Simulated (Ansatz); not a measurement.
Cost and result for the atomization energy of AlCl₂HO (`[OH][Al]([Cl])[Cl]`) (5 atoms, 4 bonds).

The species carries charge 0 and has multiplicity 1. All single points use the PBE0-D4/def2-TZVP geometry. It is one conformer, not always the lowest. Program: Ansatz. All runs use 4 threads of an Arm Neoverse V1 on a shared host. Times are those of one run each, without the atoms' runs, and a repeat can differ threefold. Electronic energies, without spin–orbit coupling; frozen cores. CCSD(T)/CBS adds CCSD(T) − MP2 in def2-TZVPP to the MP2 limit, and its time is that of the two runs behind it. T1 = 0.010. B3LYP takes the VWN-RPA correlation (the form of Gaussian; ORCA's B3LYP/G). HSE06 is the plane-wave form, built on full-range PBE exchange.

CCSD(T)/CBS is a level of theory with its own doubt, some kJ/mol a heavy atom from the limit and from the frozen cores, so smaller differences don't rank the functionals.

```
                            level  functions  wall time
                 CCSD(T)/def2-SVP         73      0.8 s
           LDA (SPW92)/def2-TZVPP        171      0.9 s
             revPBE-D4/def2-TZVPP        171      1.3 s
               BLYP-D4/def2-TZVPP        171      1.4 s
              BHLYP-D4/def2-TZVPP        171      1.7 s
          CAM-B3LYP-D4/def2-TZVPP        171      1.8 s
              HSE06-D4/def2-TZVPP        171        2 s
B3LYP-D4/def2-TZVPP (with forces)        171      2.4 s
                B2PLYP/def2-TZVPP        171      2.5 s
                B97M-V/def2-TZVPP        171      4.5 s
                   MP2/def2-QZVPP        297        6 s
               CCSD(T)/def2-TZVPP        171       20 s
                CCSD(T)/CBS(def2)          –       26 s
```

**Question.** What atomization energy does each give, and how far from CCSD(T)/CBS? (Estimate.)

**Answer.** The calculation gave: 
```
                            level  atomization (kJ/mol)  difference from CCSD(T)/CBS  per bond
                 CCSD(T)/def2-SVP                1656.0                       -153.7     -38.4
           LDA (SPW92)/def2-TZVPP                2029.9                        220.2      55.0
             revPBE-D4/def2-TZVPP                1752.4                        -57.3     -14.3
               BLYP-D4/def2-TZVPP                1759.1                        -50.6     -12.6
              BHLYP-D4/def2-TZVPP                1710.8                        -98.9     -24.7
          CAM-B3LYP-D4/def2-TZVPP                1776.7                        -33.0      -8.2
              HSE06-D4/def2-TZVPP                1773.7                        -36.0      -9.0
B3LYP-D4/def2-TZVPP (with forces)                1760.6                        -49.1     -12.3
                B2PLYP/def2-TZVPP                1764.0                        -45.7     -11.4
                B97M-V/def2-TZVPP                1815.9                          6.2       1.5
                   MP2/def2-QZVPP                1867.0                         57.3      14.3
               CCSD(T)/def2-TZVPP                1744.8                        -64.9     -16.2
                CCSD(T)/CBS(def2)                1809.7                          0.0       0.0
```

At CCSD(T), def2-SVP lies −153.7 kJ/mol from the extrapolated value and def2-TZVPP −64.9 kJ/mol: correlation converges slowly with the basis, and small sets miss more of it in the bonded molecule than in its fragments. In def2-TZVPP, CCSD(T) changes the Hartree–Fock value by +417.6 kJ/mol (the triples alone add +33.2 kJ/mol) and MP2 by +501.2 kJ/mol; breaking electron pairs costs correlation energy, which Hartree–Fock lacks. From PBE to PBE0 (25 % exact exchange), in def2-TZVPP and without D4, the atomization energy moves by −31.7 kJ/mol: exact exchange takes away binding that semilocal exchange gives to molecules.
